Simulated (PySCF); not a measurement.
An unknown is described by computed data only.

Formula: C9H10.

| Quantity | Value |
| --- | --- |
| Rotational structure | rotational constants A, B, C: 3.588, 1.204, 0.928 GHz [PBE0-D3(BJ)/def2-SVP] |
| 1H NMR | chemical shifts (computed TMS as zero) by class: 7.48 (2 H), 7.35 (2 H), 7.29 (1 H), 5.69 (1 H), 5.34 (1 H), 2.16 (3 H) ppm [GIAO B97-2/pcSseg-1] |
| Polarisability | 108.9 au [B3LYP/def2-SVPD] |
| Dipole | 0.33 D [B3LYP/def2-SVPD] |
| Valence photoelectron | vertical ionisation energy: 8.22 eV [ΔSCF B3LYP/def2-SVPD] |
| UV, first state | lowest singlet excitation: 4.88 eV (254 nm, f = 0.023) [TDDFT B3LYP/def2-SVPD] |
| UV, strongest line | among the 10 lowest singlet transitions: S2 at 4.98 eV (249 nm, f = 0.280) [TDDFT B3LYP/def2-SVPD] |
| Triplet | lowest triplet excitation (Tamm–Dancoff): 3.34 eV [TDA B3LYP/def2-SVPD] |
| 13C NMR | chemical shifts (computed TMS as zero) by class: 148.3 (1 C), 142.5 (1 C), 130.5 (2 C), 130.2 (1 C), 127.7 (2 C), 116.8 (1 C), 23.7 (1 C) ppm [GIAO B97-2/pcSseg-1] |

Electronic properties: PySCF, gas phase, density fitting. Levels stand in brackets. One conformer (not necessarily the lowest) at the PBE0-D3(BJ)/def2-SVP geometry, without solvent, vibrations or thermal averaging. NMR values are class means; diastereotopic atoms form classes of their own.

Problem. Give a SMILES that accounts for the data.

Solution. Numbering: `[CH2:1]=[C:2]([CH3:3])[c:4]1[cH:5][cH:6][cH:7][cH:8][cH:9]1`. Its formula, C9H10, gives 5 degrees of unsaturation: 1 ring and 4 π bonds in the structure found (Kekulé form). 9 carbons fall into 7 classes; from least to most shielded: fully substituted alkene carbon [C2] (148.3 ppm), substituted aromatic carbon [C4] (142.5 ppm), aromatic CH carbon [C6/C8] (130.5 ppm, 2 C), aromatic CH carbon [C7] (130.2 ppm), aromatic CH carbon [C5/C9] (127.7 ppm, 2 C), terminal =CH2 carbon [C1] (116.8 ppm), allylic carbon [C3] (23.7 ppm). Hydrogen classes from least to most shielded: 2 H on the ortho carbons, C5/C9 (7.48 ppm), 2 H on the meta carbons, C6/C8 (7.35 ppm), 1 H on the para carbon, C7 (7.29 ppm), 1 H on a terminal =CH2 carbon, C1 (5.69 ppm), 1 H on a terminal =CH2 carbon, C1 (5.34 ppm), 3 H on an allylic carbon, C3 (2.16 ppm, a mean of values up to 0.6 ppm apart in this geometry). The first electron is taken from the HOMO, whose largest Löwdin shares are 0.23 on the terminal =CH2 carbon, 0.16 on the fully substituted alkene carbon, 0.13 on an aromatic CH carbon and 0.12 on the substituted aromatic carbon. By its constants the optimised geometry is an asymmetric top. Structure: `c1ccc(cc1)C(C)=C`. Computed isomers that give other values at the same levels: `C=C(C)/C=C/C1=CC1=C` (rotational constant A: 3.931 GHz; this holds for the one conformer computed); `C#CC#CCC(=C)CC` (lowest singlet excitation: 4.61 eV (269 nm, f = 0.000)); `C=CC1=CC=CCC=C1` (rotational constant A: 3.388 GHz; this holds for the one conformer computed). The assignments are read from this structure; whether some other isomer fits the data as well wasn't checked.

Conformer computed: `[CH2:1]=[C:2]([CH3:3])[c:4]1[cH:5][cH:6][cH:7][cH:8][cH:9]1`: C1–C2–C4–C5 -154°.
